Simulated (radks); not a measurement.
Se XVIII, configuration [Ne] 3s2 3p4 7p1 (not the ground configuration). All-electron calculation, Dirac Kohn-Sham, PBEsol, spin-unpolarised, spherical densities, point nucleus; open shells are shared between the two j in proportion to 2j + 1. Program: a radial shooting solver on a logarithmic mesh with Libxc functionals.

Unscreened Slater integrals over Kohn-Sham orbitals (cm^-1). Large and small components are both included.

\begin{tabular}{lr}
integral & value \\ \hline
F0(7p3/2,7p3/2) & 55386 \\
F2(7p3/2,7p3/2) & 29177 \\
F0(7p3/2,7p1/2) & 55489 \\
G2(7p3/2,7p1/2) & 29229 \\
F0(7p3/2,3p3/2) & 80789 \\
F2(7p3/2,3p3/2) & 10094 \\
G0(7p3/2,3p3/2) & 1918.1 \\
G2(7p3/2,3p3/2) & 2682.1 \\
F0(7p3/2,3p1/2) & 80875 \\
G2(7p3/2,3p1/2) & 2698.3 \\
F0(7p1/2,7p1/2) & 55593 \\
F0(7p1/2,3p3/2) & 81011 \\
G2(7p1/2,3p3/2) & 2654.0 \\
F0(7p1/2,3p1/2) & 81097 \\
G0(7p1/2,3p1/2) & 1929.2 \\
F0(3p3/2,3p3/2) & 400300 \\
F2(3p3/2,3p3/2) & 202490 \\
F0(3p3/2,3p1/2) & 402800 \\
G2(3p3/2,3p1/2) & 203250 \\
F0(3p1/2,3p1/2) & 405360 \\
\end{tabular}
